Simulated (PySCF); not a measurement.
## Electron correlation in Ne²⁺ (neon, charge +2)

[He] 2s2 2p4, high-spin 3P determinant. Computed with PySCF 2.14 in aug-cc-pwCVDZ, with no relativity, point nucleus. Frozen: 1s2; 6 electrons correlated.

| level | correlation energy (mhartree) |
| --- | --- |
| CCSD | -120.98 |
| (T) | -0.93 |
| CCSD(T) | -121.91 |
| CCSDT | -121.99 |

Diagnostics: T1 = 0.0034, D1 = 0.0057, largest double amplitude 0.024.

Q: Is a single reference adequate?

A: Yes: T1 lies below 0.03 and no double amplitude reaches 0.07.
